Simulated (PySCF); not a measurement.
PySCF input (M06-2X/def2-TZVPD):

```python
from pyscf import gto, scf, dft

mol = gto.M(
    atom='''
    O    -1.21346238   -0.49365401    0.06991401
    S    -0.11286175    0.45810328   -0.01665189
    F     1.27927632   -0.37560225   -0.03254241
    ''',
    basis='def2-tzvpd',
    charge=0,
    spin=1,
    verbose=4,
)

mf = dft.UKS(mol, xc='m062x').density_fit(auxbasis='def2-universal-jkfit')
mf.grids.level = 4
mf.conv_tol = 1e-9
mf.max_cycle = 100
mf.max_memory = 1500
mf.kernel()
if not mf.converged:
    mf = mf.newton()
    mf.kernel(mf.make_rdm1())
for _ in range(2):
    mo, _, stable, _ = mf.stability(return_status=True)
    if stable:
        break
    mf.kernel(mf.make_rdm1(mo, mf.mo_occ))
mf.analyze()
```

End of the output:

```
Extra cycle  E= -573.23084753167  delta_E= -2.73e-11  |g|= 6.61e-06  |ddm|= 9.03e-06
converged SCF energy = -573.23084753167  <S^2> = 0.75577497  2S+1 = 2.0057667
uhf_internal: lowest eigs of H = [0.27257321 0.29143033 0.34819953]
<class 'pyscf.df.df_jk.DFUKS'> wavefunction is stable in the internal stability analysis
**** SCF Summaries ****
Total Energy =                        -573.230847531670179
Nuclear Repulsion Energy =             108.681922532573665
One-electron Energy =                -1007.871636437010352
Two-electron Energy =                  325.958866372766408
Two-electron Coulomb Energy =          370.612220582179305
DFT Exchange-Correlation Energy =      -44.653354209412910
HOMO-LUMO gap [eV] =                     6.068402621371298
**** MO energy ****
                             alpha | beta                alpha | beta
MO #1   energy= -90.0744059612559  | -90.0680721793583  occ= 1 | 1
MO #2   energy= -25.291747352429   | -25.2898821472712  occ= 1 | 1
MO #3   energy= -19.6944387554777  | -19.6858948038034  occ= 1 | 1
MO #4   energy= -8.41609034684844  | -8.41385625139397  occ= 1 | 1
MO #5   energy= -6.33895878107805  | -6.33410927560991  occ= 1 | 1
MO #6   energy= -6.33608346484136  | -6.33025822235419  occ= 1 | 1
MO #7   energy= -6.33201922236784  | -6.32092040476833  occ= 1 | 1
MO #8   energy= -1.39397359706176  | -1.38814859332956  occ= 1 | 1
MO #9   energy= -1.2236360079191   | -1.1999622161656   occ= 1 | 1
MO #10  energy= -0.809544398224432 | -0.78083397509306  occ= 1 | 1
MO #11  energy= -0.626493485679882 | -0.614514586936195 occ= 1 | 1
MO #12  energy= -0.613247831328979 | -0.595366872855971 occ= 1 | 1
MO #13  energy= -0.602700423938515 | -0.584900103259354 occ= 1 | 1
MO #14  energy= -0.534612201304112 | -0.493075528070019 occ= 1 | 1
MO #15  energy= -0.505906095705709 | -0.46553714179104  occ= 1 | 1
MO #16  energy= -0.449572637013362 | -0.43335009184651  occ= 1 | 1
MO #17  energy= -0.31917887426259  | -0.0961691893861527 occ= 1 | 0
MO #18  energy= -0.0118807729563875 | -0.00472024395939859 occ= 0 | 0
MO #19  energy= 0.0138958817847848 | 0.0170541360730524 occ= 0 | 0
MO #20  energy= 0.0218474342237453 | 0.0198861579712651 occ= 0 | 0
MO #21  energy= 0.0297724210829468 | 0.0361460992535715 occ= 0 | 0
MO #22  energy= 0.0483922610670049 | 0.054182698535922  occ= 0 | 0
MO #23  energy= 0.0759677446323162 | 0.0815336624849103 occ= 0 | 0
MO #24  energy= 0.0993773766308063 | 0.102916732617832  occ= 0 | 0
MO #25  energy= 0.107462490132487  | 0.108451830092153  occ= 0 | 0
MO #26  energy= 0.111785012607609  | 0.116309867578449  occ= 0 | 0
MO #27  energy= 0.130801873872068  | 0.124597755713381  occ= 0 | 0
MO #28  energy= 0.132602745833691  | 0.136123727542961  occ= 0 | 0
MO #29  energy= 0.170714974895486  | 0.172858904502135  occ= 0 | 0
MO #30  energy= 0.194389358478019  | 0.19157124820222   occ= 0 | 0
MO #31  energy= 0.220429518108656  | 0.2154502433879    occ= 0 | 0
MO #32  energy= 0.236548277985637  | 0.226363625445864  occ= 0 | 0
MO #33  energy= 0.252206844540845  | 0.255047229393891  occ= 0 | 0
MO #34  energy= 0.264058479833953  | 0.264472197615773  occ= 0 | 0
MO #35  energy= 0.280578712190727  | 0.277083034342129  occ= 0 | 0
MO #36  energy= 0.304032928354055  | 0.300812513086209  occ= 0 | 0
MO #37  energy= 0.39066523405634   | 0.38342041910454   occ= 0 | 0
MO #38  energy= 0.392496329505868  | 0.387144514407893  occ= 0 | 0
MO #39  energy= 0.430492098533701  | 0.421931015353836  occ= 0 | 0
MO #40  energy= 0.433809736204837  | 0.427757332832027  occ= 0 | 0
MO #41  energy= 0.452009027189411  | 0.447830264115577  occ= 0 | 0
MO #42  energy= 0.470118063429498  | 0.476828786502322  occ= 0 | 0
MO #43  energy= 0.48884567890144   | 0.49020033343083   occ= 0 | 0
MO #44  energy= 0.490199203580269  | 0.504073966109949  occ= 0 | 0
MO #45  energy= 0.498380664954475  | 0.507315924451046  occ= 0 | 0
MO #46  energy= 0.577165262402535  | 0.576038184115137  occ= 0 | 0
MO #47  energy= 0.591660357127214  | 0.600138316438191  occ= 0 | 0
MO #48  energy= 0.598667384551122  | 0.601827275071919  occ= 0 | 0
MO #49  energy= 0.613484366002006  | 0.621014425559526  occ= 0 | 0
MO #50  energy= 0.658375575015606  | 0.667252501424785  occ= 0 | 0
MO #51  energy= 0.681596028432044  | 0.682661015284619  occ= 0 | 0
MO #52  energy= 0.705346806691192  | 0.705837087427578  occ= 0 | 0
MO #53  energy= 0.725630253318222  | 0.722310459656513  occ= 0 | 0
MO #54  energy= 0.80830877817182   | 0.813667595593935  occ= 0 | 0
MO #55  energy= 0.821852073766984  | 0.816966943038008  occ= 0 | 0
MO #56  energy= 0.868144871750988  | 0.87531099258187   occ= 0 | 0
MO #57  energy= 0.892308535989551  | 0.888970734333103  occ= 0 | 0
MO #58  energy= 0.899643552433406  | 0.902409256924446  occ= 0 | 0
MO #59  energy= 0.92447569172082   | 0.928298122374667  occ= 0 | 0
MO #60  energy= 1.00368974217193   | 1.0040888082085    occ= 0 | 0
MO #61  energy= 1.01706063311931   | 1.01623739899172   occ= 0 | 0
MO #62  energy= 1.07489523664077   | 1.07580537657909   occ= 0 | 0
MO #63  energy= 1.22797481781079   | 1.22868707430292   occ= 0 | 0
MO #64  energy= 1.4948349784613    | 1.5139934152579    occ= 0 | 0
MO #65  energy= 1.5176969214617    | 1.53292518071707   occ= 0 | 0
MO #66  energy= 1.52261453447542   | 1.54093466237645   occ= 0 | 0
MO #67  energy= 1.54237661258312   | 1.56865619753561   occ= 0 | 0
MO #68  energy= 1.56968443366493   | 1.58744202285072   occ= 0 | 0
MO #69  energy= 1.58789600192845   | 1.59624002176328   occ= 0 | 0
MO #70  energy= 1.63884652949008   | 1.64826738273066   occ= 0 | 0
MO #71  energy= 1.72773209340031   | 1.75262187352288   occ= 0 | 0
MO #72  energy= 1.77878619181706   | 1.78309603487603   occ= 0 | 0
MO #73  energy= 1.79828532239466   | 1.81689416033856   occ= 0 | 0
MO #74  energy= 1.84082867011      | 1.86407125706069   occ= 0 | 0
MO #75  energy= 1.85603122690041   | 1.89455808283192   occ= 0 | 0
MO #76  energy= 1.90690869667684   | 1.92388017677118   occ= 0 | 0
MO #77  energy= 1.98004980456025   | 1.98988047210478   occ= 0 | 0
MO #78  energy= 2.00671032640296   | 2.01463915997408   occ= 0 | 0
MO #79  energy= 2.23276106655611   | 2.23580206007318   occ= 0 | 0
MO #80  energy= 2.27107097271698   | 2.27999051908517   occ= 0 | 0
MO #81  energy= 2.2915398357644    | 2.29452756033138   occ= 0 | 0
MO #82  energy= 2.34259118579498   | 2.36641627894024   occ= 0 | 0
MO #83  energy= 2.41395528175813   | 2.42518685473039   occ= 0 | 0
MO #84  energy= 2.45818451314245   | 2.46335487397259   occ= 0 | 0
MO #85  energy= 2.56509887431651   | 2.57842892715572   occ= 0 | 0
MO #86  energy= 2.58771183861068   | 2.60055146547643   occ= 0 | 0
MO #87  energy= 2.67192267593017   | 2.67503806577414   occ= 0 | 0
MO #88  energy= 2.91325359614429   | 2.94972391548686   occ= 0 | 0
MO #89  energy= 3.0154771722329    | 3.02078331498531   occ= 0 | 0
MO #90  energy= 3.0348367336336    | 3.04428016031048   occ= 0 | 0
MO #91  energy= 3.08757958266718   | 3.09868904971827   occ= 0 | 0
MO #92  energy= 3.39701444362344   | 3.40442804862052   occ= 0 | 0
MO #93  energy= 3.49497493045379   | 3.49563024485998   occ= 0 | 0
MO #94  energy= 3.69207466288509   | 3.70134084764576   occ= 0 | 0
MO #95  energy= 3.91819827267356   | 3.91964640753553   occ= 0 | 0
MO #96  energy= 4.28957090637107   | 4.2965741582458    occ= 0 | 0
MO #97  energy= 5.11333316296178   | 5.1252533386699    occ= 0 | 0
MO #98  energy= 5.12217309866782   | 5.13510603446121   occ= 0 | 0
MO #99  energy= 5.19318870332789   | 5.1992004594253    occ= 0 | 0
MO #100 energy= 5.2123289628722    | 5.21847328206194   occ= 0 | 0
MO #101 energy= 5.4109952227248    | 5.41379493914667   occ= 0 | 0
MO #102 energy= 5.44304409565738   | 5.44119430937817   occ= 0 | 0
MO #103 energy= 5.53663584130873   | 5.54378018621569   occ= 0 | 0
MO #104 energy= 6.34644065748002   | 6.39211983087564   occ= 0 | 0
[...]
```

It need not be the lowest isomer of its formula.
